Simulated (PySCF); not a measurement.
C2H4F, charge +1, multiplicity 1.

```xyz
7

C      0.1799     1.1598     0.0000
C     -0.4308    -0.1212     0.0000
F      0.2488    -1.1693     0.0000
H     -0.2442     1.7184    -0.8570
H     -0.2442     1.7184     0.8570
H      1.2675     1.1464     0.0000
H     -1.5130    -0.2911     0.0000
```
Charge +1, spin multiplicity 1.

Geometry: PBE0-D3(BJ)/def2-TZVP. The multiplicity is an assumed one; other spin states were not compared. The isomer is the one that the SMILES or the coordinates give; other isomers of the formula were not compared.

These are PBE/pcSseg-2 in PySCF values and carry that method's errors. Non-relativistic, no solvent.

Question: Give the absolute GIAO shielding of each atom: isotropic value and principal components (ppm). (An estimate is asked for; the answer gives what the named calculation found.)

Answer: 
```
atom  σ(iso)     σ11     σ22    σ33   span
----  ------  ------  ------  -----  -----
C1     132.0    68.1   160.1  167.9   99.8
C2    -100.7  -305.9   -67.0   70.8  376.7
F3    -110.5  -434.3  -327.4  430.3  864.6
H4      26.6    23.9    24.9   30.9    7.0
H5      26.6    23.9    24.9   30.9    7.0
H6      27.3    24.3    26.0   31.5    7.2
H7      21.2    17.6    20.1   25.8    8.2
```
